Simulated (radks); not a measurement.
Species: the holmium ion Ho4+. Configuration: [Xe] 4f9. Method: Dirac Kohn-Sham, Wu-Cohen GGA, spin-unpolarised, spherical densities, point nucleus; open shells are shared between the two j in proportion to 2j + 1; computed with a radial shooting solver on a logarithmic mesh with Libxc functionals.

Spin-orbit splittings of the eigenvalues, e(l+1/2) - e(l-1/2), with zeta = 2 splitting/(2l+1) and mean radii in bohr:

shell,occ.,splitting (eV),zeta (eV),<r> j=l-1/2,<r> j=l+1/2
2p,6,857.0,571.3,0.07290,0.08007
3p,6,178.9,119.3,0.2192,0.2327
3d,10,39.08,15.63,0.2054,0.2096
4p,6,40.49,26.99,0.5269,0.5575
4d,10,7.401,2.960,0.5857,0.5964
4f,9,1.120,0.3199,0.7392,0.7486
5p,6,6.064,4.042,1.345,1.428
